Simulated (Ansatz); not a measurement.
```xyz
6

N    -0.128   -0.090    0.766
B     0.036    0.155   -0.590
F    -0.566    1.187   -1.169
Cl    1.047   -0.891   -1.591
H     0.312   -0.859    1.236
H    -0.700    0.498    1.348
```

Charge 0, multiplicity 1.

List the CAM-B3LYP/def2-TZVPP orbital energies in eV (Ansatz). (Estimate.)

The calculation gave: Occupied: -2764.30, -673.81, -391.90, -259.10, -198.15, -198.02, -197.99, -188.17, -35.32, -26.61, -24.82, -17.51, -16.57, -15.99, -14.74, -14.34, -12.44, -11.31, -10.60, -10.00. Lowest empty: 1.38, 2.13, 2.85, 2.90, 4.08, 4.30, 4.80, 4.94.
